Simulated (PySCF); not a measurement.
An unknown is described by computed data only.

Formula: C4H3F6NO2.

| Item | Value |
| --- | --- |
| Dipole | 2.28 D [PBE0/pcSseg-1] |
| 13C NMR | chemical shifts (computed TMS as zero) by class: 138.4 (1 C), 128.4 (1 C), 128.4 (1 C), 32.9 (1 C) ppm [GIAO PBE0/pcSseg-1] |
| Rotational structure | rotational constants A, B, C: 1.159, 0.578, 0.446 GHz [GFN2-xTB] |
| 1H NMR | chemical shifts (computed TMS as zero) by class: 3.40 (3 H) ppm [GIAO PBE0/pcSseg-1] |
| NMR, other nuclei | isotropic shieldings of nuclei other than C and H, by class: 44 (1 N), 140 (1 O), 140 (1 O), 240 (3 F), 245 (3 F) ppm [GIAO PBE0/pcSseg-1] |

The electronic properties come from PySCF, for the isolated species, density fitting. Levels stand in brackets. Geometry: GFN2-xTB, one conformer, isolated molecule. GFN2-xTB frequencies show an imaginary mode (121i cm⁻¹), so this geometry is no minimum at that level. NMR values are class means; diastereotopic atoms form classes of their own.

Q: Propose a structure and show how it fits.

A: Numbering: `[CH3:1][N:2]=[C:3]([O:4][C:5]([F:6])([F:7])[F:8])[O:9][C:10]([F:11])([F:12])[F:13]`. Its formula, C4H3F6NO2, gives 1 degree of unsaturation: 0 rings and 1 π bond in the structure found. 4 carbons fall into 4 classes; from least to most shielded: C=N carbon [C3] (138.4 ppm), CF3 carbon [C10] (128.4 ppm), CF3 carbon [C5] (128.4 ppm), N-methyl carbon [C1] (32.9 ppm). All hydrogens form one class (3.40 ppm): methyl hydrogen. The other shieldings belong to: 44 ppm, C=N nitrogen [N2]; 140 ppm, oxygen bonded to 2 C [O4]; 140 ppm, oxygen bonded to 2 C [O9]; 240 ppm, fluorine of a CF3 group [F11/F12/F13]; 245 ppm, fluorine of a CF3 group [F6/F7/F8]. The optimised geometry has point group Cs and is an asymmetric top. Structure: `CN=C(OC(F)(F)F)OC(F)(F)F`. The assignments are read from this structure; whether some other isomer fits the data as well wasn't checked.

Shape of the structure used: `[CH3:1][N:2]=[C:3]([O:4][C:5]([F:6])([F:7])[F:8])[O:9][C:10]([F:11])([F:12])[F:13]`: N2–C3–O4–C5 0°, C3–O4–C5–F6 180°, N2–C3–O9–C10 180°, C3–O9–C10–F11 180°.
